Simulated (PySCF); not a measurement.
**Dipole moment and polarisability of `CCC[P@@](C)(=O)CO`**

Compound: C5H13O2P.
Cartesian coordinates in Å at the PBE0-D3(BJ)/def2-SVP level; atoms count from 1:
```
atom  x, y, z in Å
C1     3.0397    0.4783    0.2433
C2     1.7050   -0.1387    0.6287
C3     0.5460    0.3717   -0.2207
P4    -1.0676   -0.2160    0.3800
C5    -1.2816   -1.9128   -0.2134
O6    -1.2438   -0.0315    1.8669
C7    -2.3358    0.8359   -0.4374
O8    -2.4174    1.9981    0.3285
H9     3.0134    1.5751    0.3438
H10    3.3048    0.2483   -0.8012
H11    3.8526    0.1045    0.8836
H12    1.7689   -1.2379    0.5477
H13    1.4719    0.0720    1.6849
H14    0.6655    0.1124   -1.2870
H15    0.4785    1.4720   -0.1593
H16   -2.2504   -2.2886    0.1456
H17   -0.4880   -2.5477    0.2063
H18   -1.2464   -1.9638   -1.3119
H19   -2.0568    1.0885   -1.4740
H20   -3.2893    0.2683   -0.4765
H21   -2.2795    1.7071    1.2493
```

Level: CAM-B3LYP/def2-SVPD (PySCF), static field, nuclei fixed, core orbitals frozen in the response. The polarisability tensor in these axes (au):

```
x   103.21  -0.08   1.56
y    -0.08  90.85   1.24
z     1.56   1.24  83.86
```

Q: Diagonalise the tensor; give its mean and Δα, where Δα² is half the sum of the squared differences of the eigenvalues.

A: Principal values 83.53, 91.06 and 103.34 au; mean 92.64 au = 13.73 Å³ = 15.27 × 10⁻⁴⁰ C²·m²/J; Δα = 17.32 au (19 % of the mean).

Q: What is the dipole moment, and where does it point?

A: (1.48, -2.41, -3.66) D, 4.62 D in size, pointing from the negative to the positive side. Measured along this direction, the outermost atoms are H21 at the negative end and H18 and H10 at the positive end.

Q: Refractivity n − 1 of an ideal gas of it at 400 K and 1 atm, from the electronic α?

A: N = p/kT = 1.8347 × 10¹⁹ cm⁻³, so n − 1 = 2π × N × 13.73 × 10⁻²⁴ cm³ = 1583 × 10⁻⁶ at long wavelengths.

Q: How large is μ²/3kT at 400 K beside α?

A: In Gaussian units μ²/3kT = 128.88 Å³ against 13.73 Å³, a ratio of 9.39; the Debye molar polarisation (4π/3)N_A(α + μ²/3kT) is 359.7 cm³/mol, leaving out the vibrational part.

Q: Along which axes do the principal values lie, and how far do the nuclei extend along each?

A: Largest value along (1.00, 0.00, 0.08), where the nuclei span 7.23 Å; middle along (-0.02, 0.99, 0.17), 4.53 Å; least along (-0.08, -0.17, 0.98), 3.41 Å. The response follows the extents in order.

Isolated species at its PBE0-D3(BJ)/def2-SVP geometry (one conformer only).
